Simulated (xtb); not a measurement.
C2H4I, SMILES C[CH]I (connectivity only; charge and spin as stated), charge +1, multiplicity 1. All values are semi-empirical tight-binding results from xtb (GFN2-xTB unless named), good for trends rather than for accurate numbers. The structure is a stationary point at GFN2-xTB. The spin state was assumed, not searched. The isomer is the one that the SMILES or the coordinates give; other isomers of the formula were not compared.

Optimised geometry:

```xyz
7

C      0.3073    -2.4534     0.0000
C     -0.5580    -1.3225     0.0000
I      0.0316     0.6149     0.0000
H      0.0473    -3.1126     0.8466
H      0.0473    -3.1126    -0.8466
H      1.3723    -2.2281     0.0000
H     -1.6357    -1.4791     0.0000
```
Charge +1, spin multiplicity 1.

Question: Estimate the properties. (Estimate from the structure and the level; the computed values follow.)

Answer: 
| Property | Value |
|---|---|
| point group as xtb finds it | Cs |
| orbital gap | 1.82 eV |
| zero-point energy | 31.1 kcal/mol |
| G − E(el) at 298.15 K (modified RRHO) | 13.4 kcal/mol |
| static polarisability (D4 model) | 54.3 bohr³ |
| solvation energy, GFN2-xTB/ALPB(water) | -59.2 kcal/mol |
| solvation energy, GFN2-xTB/ALPB(methanol) | -57.0 kcal/mol |

Question: Give the atomic charges and the Wiberg bond orders between heavy atoms. (The exact figures need the calculation; the answer reports its results.)

Answer: charges (e) C1 -0.14, C2 0.10, I3 0.27, H4 0.22, H5 0.22, H6 0.16, H7 0.18. Bond orders C1–C2 1.29, C2–I3 1.52.
